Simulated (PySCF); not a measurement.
## Structure from NMR data

The spectra below were simulated for a compound C4H8ClFSi2.

$^{1}$H NMR (300 MHz, computed): δ 6.69 (m, 1H), 6.60 (m, 1H), 6.51 (m, 1H), 5.94 (m, 1H), 4.76 (m, 1H), 4.69 (m, 1H), 0.97 (m, 1H), 0.67 (m, 1H).

$^{13}$C{$^{1}$H} NMR (computed): δ 145.8 (CH2), 139.1 (CH), 101.1 (CH), 3.8 (CH2).

Theory: GIAO PBE0/pcSseg-1 shieldings, geometry: GFN2-xTB, in PySCF 2.14 (in vacuum, non-relativistic, one computed conformer).

Shifts are taken against calculated references (same method and geometry level): TMS for $^{1}$H (σref 31.72) and $^{13}$C (σref 186.93).

Task: Which candidate is it?
A. FC1=C(Cl)C[SiH2][SiH2]C1
B. C=C[Si@@]1(Cl)C[SiH2][C@H]1F
C. F[SiH2][SiH2]C1=C(Cl)CC1
D. C[SiH2]C#C[Si@@](C)(F)Cl

Result: B. 

- Rings plus π bonds: 2 (1 ring in the answer).
- 4 carbon signals for 4 carbons: no two carbons are equivalent.
- Carbon types of the structure: 2 × CH, 2 × CH2, leaving 2 H on heteroatoms.
- δC 145.8: terminal =CH2 carbon; the olefinic region.
- δC 139.1: alkene CH; the olefinic region.
- δC 101.1: sp3 CH bonded to F and 2 Si; the inductive effect lowers its shielding.
- δC 3.8: sp3 CH2 bonded to 2 Si; an electropositive neighbour leaves it electron-rich and shielded.
- δH 6.60: hydrogen on an alkene CH; olefinic region.

The others: FC1=C(Cl)C[SiH2][SiH2]C1 would give 4 signals for carbon-bound and other non-exchanging H, not 8; C[SiH2]C#C[Si@@](C)(F)Cl would give 4 signals for carbon-bound and other non-exchanging H, not 8; F[SiH2][SiH2]C1=C(Cl)CC1 would give 4 signals for carbon-bound and other non-exchanging H, not 8.

Splittings by $^{19}$F in the carbon and heteronuclear signals aren't shown, as no couplings were computed. Shifts are as computed. Against solution values, carbons near 30 ppm lie about +3 ppm off and those near 130 ppm about +5 ppm. Of 1309 compounds with measured shifts, 239 miss one by over three times the rms of a fit or turn the order of signals round; such compounds aren't used in these exercises. No couplings were computed; multiplicities are counted from neighbouring protons, with m where these are inequivalent, close in shift, in a saturated or five-membered ring or joined by F or P, and br s for small geminal =CH2 splittings.
